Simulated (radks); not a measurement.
All-electron atom: the osmium ion Os4+ in [Xe] 4f14 5d3.75 5f0.25 (fractional occupations, a model configuration). Method: scalar-relativistic Kohn-Sham, TASK exchange with Perdew-Wang LDA correlation, spin-unpolarised, spherical densities, finite nucleus; meta-GGA in the generalised Kohn-Sham scheme; Fermi nuclear charge, rms radius 5.4126 fm; computed with a radial shooting solver on a logarithmic mesh with Libxc functionals.

X-ray form factor f0, the Fourier transform of the density (f0(0) = 72):

| sin(theta)/lambda (1/angstrom) | f0 (electrons) |
|---|---|
| 0.05 | 71.365 |
| 0.1 | 69.618 |
| 0.15 | 67.068 |
| 0.2 | 63.992 |
| 0.25 | 60.632 |
| 0.3 | 57.203 |
| 0.4 | 50.702 |
| 0.5 | 45.064 |
| 0.6 | 40.284 |
| 0.8 | 32.609 |
| 1 | 26.712 |
| 1.25 | 21.404 |
| 1.5 | 17.981 |
| 2 | 14.172 |
